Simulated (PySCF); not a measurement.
O₃Ta, SMILES [O]=[Ta]1[O][O]1 (connectivity only; charge and spin as stated), neutral, multiplicity 2.

Geometry optimised at r2SCAN-D4/def2-TZVP. The multiplicity is an assumed one; other spin states were not compared. The def2 effective core potentials stand for the cores of Ta; spin–orbit coupling is left out.

Computed with B3LYP/def2-TZVPD (PySCF).

The molecule is in vacuum.

Computed frontier levels, dipole moment and polarisability:
```json
{
  "α spin, highest occupied and lowest empty level": "-6.20 and -3.80 eV",
  "β spin, highest occupied and lowest empty level": "-7.70 and -3.86 eV",
  "dipole_moment": "4.55 D",
  "quadrupole, principal values (traceless, Buckingham form, about the centre of nuclear charge)": "-7.99, 3.39, 4.60 D·Å",
  "mean_static_polarisability": "72.3 bohr³ (10.71 Å³)",
  "polarisability_principal_values": "61.1, 71.2, 84.5 bohr³",
  "⟨S²⟩": "0.755 (pure state 0.75)"
}
```
